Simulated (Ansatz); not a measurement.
FH6NSi2, SMILES N[SiH2][SiH2]F.

Coordinates come from a PBE-D3(BJ)/def2-SVP optimisation. This is a generated structure with no PubChem entry under its InChIKey; it may be hypothetical. Other conformers were not sampled.

Two levels are set side by side: PBE/def2-SVPD (Ansatz, a program for electronic structure) and CAM-B3LYP/def2-SVPD (Ansatz). Energy differences of separate SCF runs at the same geometry; the states with an electron removed or added have multiplicity 2 and 2. Differences are taken from unrounded values.

| quantity | PBE |
|---|---|
| vertical ionisation energy (eV) | 8.97 |
| vertical singlet–triplet gap (eV) | 4.36 |

Question: These are the PBE values. What does CAM-B3LYP give? (The exact figures need the calculation; the answer reports its results.)

Answer: 
```json
[
 {"quantity": "vertical ionisation energy (eV)", "CAM-B3LYP": "9.45", "PBE minus CAM-B3LYP": "-0.48"},
 {"quantity": "vertical singlet–triplet gap (eV)", "CAM-B3LYP": "5.08", "PBE minus CAM-B3LYP": "-0.72"}
]
```
